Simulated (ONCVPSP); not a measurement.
## Potentials for zirconium (Zr) compared

Generated with ld1.x 7.5 (TM, RRKJ, ultrasoft, PAW), atompaw 4.2 or ONCVPSP 4.0.1. The cutoff is in Ry: for ld1.x and atompaw files where the sum of valence levels is converged to 10 mRy in a Bessel basis, for ONCV files where the hardest occupied wave has 1 mHa per electron of residual kinetic energy. The error is the largest all-electron minus pseudo excitation energy over each file’s own four to seven test configurations (ionisations up to +4, promotions, holes and added fractions of an electron), all of which were solved. The labels leave out finer settings (local radius, basis sizes, second energies), which also bear on the numbers. Spin-polarised tests are not counted. The rows are a selection from randomly drawn settings: files with unsolved tests, undetermined cutoffs or missed reference levels are left out.

| potential | cutoff (Ry) | largest error (meV) | bound ghosts |
| --- | --- | --- | --- |
| ONCV, PBEsol, fully relativistic, rc 1.35/1.70/2.30 (spd), local smoothed, core correction yes, reference 4s2 4p6 4d1, qcut 6/9.1/5.9, projectors 3/2/3 | 61 | +26 | none |
| ONCV, PBE, fully relativistic, rc 1.60/1.50/3.00 (spd), local smoothed, core correction yes, reference 4s2 4p6 4d2 5s1.75, qcut 6.8/6.6/6, projectors 2/2/2 | 38 | -3.0 | none |
| ONCV, LDA (Perdew-Wang 92), fully relativistic, rc 1.85/2.10/1.70 (spd), local smoothed, core correction yes, reference 4s2 4p6 4d2 5s1.5 5p0.5, qcut 7.6/5.3/6.6, projectors 2/2/2 | 36 | -1.7 | none |
| ONCV, PBE, fully relativistic, rc 1.80/1.45/2.50/2.25 (spdf), local smoothed, core correction yes, reference 4s2 4p6 4d2 5s1, qcut 6.8/4.7/6.9/5.1, projectors 3/1/2/2 | 108 | +9.1 | none |
| ONCV, PBEsol, fully relativistic, rc 2.15/1.80/2.30 (spd), local smoothed, core correction no, reference 4s2 4p6 4d2 5s2, qcut 5.1/9.2/6.9, projectors 2/2/1 | 52 | -5.4 | none |
| ONCV, LDA (Perdew-Wang 92), scalar-relativistic, rc 1.90/1.75/2.55 (spd), local smoothed, core correction no, reference 4s2 4p6 4d2 5s2, qcut 5.2/6.9/6.6, projectors 2/1/1 | 25 | -6.4 | none |

(1) Fill in the row for Zr: ONCV, PBE, fully relativistic, rc 1.75/2.25/2.10 (spd), local smoothed, core correction no, reference 4s2 4p6 4d3 5s1, qcut 8.5/5/5, projectors 2/2/3.

(2) Fill in the row for Zr: ONCV, PBE, scalar-relativistic, rc 2.95/1.75/3.05 (spd), local smoothed, core correction yes, reference 4p6 4d2 5s1, qcut 2.2/9.3/6.1, projectors 1/2/2.

Results:

(1) cutoff 41 Ry, largest error -0.9 meV, bound ghosts: none.

(2) cutoff 48 Ry, largest error +109 meV, bound ghosts: none.
